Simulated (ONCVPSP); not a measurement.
Pseudopotential generation for Eu (Z = 63): ONCV, LDA (Perdew-Wang 92), scalar-relativistic.

europium (Eu), optimised norm-conserving Vanderbilt (ONCV), made with ONCVPSP 4.0.1 (LDA (Perdew-Wang 92), scalar-relativistic). Core [Kr] 4d10, reference 4f7 5s2 5p6 6s1 6p1. Waves: 5s+6s: rc 2.15 bohr, ncon 4, nbas 9, qcut 6.4 1/bohr, 2 projectors; 5p+6p: rc 2.35 bohr, ncon 5, nbas 9, qcut 7.1 1/bohr, 3 projectors, debl 2.2 Ha; d scattering state at 0.45 Ha: rc 1.85 bohr, ncon 4, nbas 8, qcut 5.2 1/bohr, 2 projectors, debl 2.9 Ha; 4f: rc 1.05 bohr, ncon 4, nbas 9, qcut 14.1 1/bohr, 2 projectors, debl 0.4 Ha. Local part: polynomial inside 1.05 bohr (lpopt 5, dvloc0 0 Ha). Core correction: Teter function, fcfact 5.5, rcfact 1.75.

In the d channel the program set the typed energies aside and used 0.050, 2.950 Ha.

All-electron outer shells of the reference configuration (LDA (PZ), scalar-relativistic, ld1.x):

```json
{"shell": "4d", "level (eV)": "-136.02", "outermost node (bohr)": "0.27", "outermost maximum (bohr)": "0.57"}
{"shell": "5s", "level (eV)": "-46.16", "outermost node (bohr)": "0.67", "outermost maximum (bohr)": "1.23"}
{"shell": "5p", "level (eV)": "-25.22", "outermost node (bohr)": "0.72", "outermost maximum (bohr)": "1.41"}
{"shell": "6s", "level (eV)": "-4.54", "outermost node (bohr)": "1.66", "outermost maximum (bohr)": "3.47"}
{"shell": "4f", "level (eV)": "-4.24", "outermost node (bohr)": "–", "outermost maximum (bohr)": "0.59"}
{"shell": "6p", "level (eV)": "-1.84", "outermost node (bohr)": "2.01", "outermost maximum (bohr)": "4.74"}
```

(1) Does this generation succeed?

Results:

(1) No. ONCVPSP 4.0.1 stopped with "sratom123: lschfb convergence ERROR n,l,iter= 4 3 4": the all-electron bound-state solver failed for one shell.
